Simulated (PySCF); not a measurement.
# Reading the logs of faulty runs: BC2H8Si cation

Calculated results; nothing here was measured. The program is PySCF 2.14.0, an open-source quantum chemistry code, run on an isolated molecule that a program drew, which may never have been made. The molecule is BC2H8Si cation (charge +1, singlet), drawn as the SMILES string `CB[SiH+]C`.

Each row is a Hartree-Fock (HF) and frozen-core CCSD(T) single point in the cc-pV(D+d)Z basis, meant for a local HF minimum. Run 1 is clean. Each other run has one planted mistake out of seven kinds, and not every kind appears here: one electron removed, one electron added, multiplicity raised by two, geometry at a saddle point, minimal basis STO-3G, one bond length entered in bohr, all coordinates scaled. The reference is restricted for singlets and unrestricted otherwise, and also for a bond in bohr. Adding or removing an electron swaps singlet and doublet. Electrons count all cores. HOMO and LUMO are orbital energies over both spins, the gradient is its largest component, and the lowest frequency (negative if imaginary) is given only where the gradient is small. Bond lengths are over the 11 bonds as drawn. T1 is the CCSD diagnostic: over 0.02 (restricted) or 0.045 (unrestricted) a single reference is doubtful.

Geometry of the clean run:
```xyz
12
BC2H8Si cation, angstrom
C    -3.7741   -2.3459    0.5632
B    -2.9812   -1.0555    0.9303
Si   -1.0638   -0.6848    0.3176
C    -0.5673    0.2808   -1.1678
H    -4.8311   -2.1216    0.4010
H    -3.7412   -2.9688    1.4719
H    -3.3938   -2.9462   -0.2623
H    -3.4236   -0.2048    1.6454
H     0.0640   -1.1834    1.1207
H     0.0803   -0.3423   -1.7952
H     0.0373    1.1361   -0.8439
H    -1.4156    0.6339   -1.7529
```

| run | electrons | basis functions | <S^2> | HOMO (eV) | LUMO (eV) | gradient (hartree/bohr) | lowest frequency (cm^-1) | mean bond (Å) | longest bond (Å) | T1 | HF (hartree) | CCSD(T) (hartree) | mistake |
|---|---|---|---|---|---|---|---|---|---|---|---|---|---|
| 1 | 38 | 105 | 0.000 | -16.42 | -4.87 | 7.4e-06 | 64 | 1.3344 | 2.047 | 0.0120 | -393.73975 | -394.26225 | no fault |
| 2 | 38 | 105 | 0.728 | -15.16 | -5.00 | 2.3e-02 | - | 1.4228 | 2.065 | 0.0540 | -393.61214 | -394.13150 | one bond length entered in bohr |
| 3 | 38 | 105 | 0.000 | -15.87 | -5.05 | 5.7e-02 | - | 1.4652 | 2.247 | 0.0129 | -393.66178 | -394.20210 | all coordinates scaled |
| 4 | 38 | 105 | 2.014 | -12.87 | -7.76 | 8.2e-02 | - | 1.3344 | 2.047 | 0.0187 | -393.61234 | -394.13165 | multiplicity raised by two |
| 5 | 39 | 105 | 0.770 | -6.56 | 1.81 | 1.5e-02 | - | 1.3344 | 2.047 | 0.0111 | -393.94932 | -394.48857 | ? |

**Which mistake was planted in run 5, and what did it cost?**

It counts 39 electrons, one more than the clean run, at the same geometry and basis. So the mistake is: one electron added. Subtracting run 1 and multiplying by 627.51 kcal/mol a hartree, the energy moved by -131.5 kcal/mol in HF and -142.0 kcal/mol in CCSD(T).

Cautions from the logs. Run 2: T1 is over the limit, so its CCSD(T) energy is less reliable.
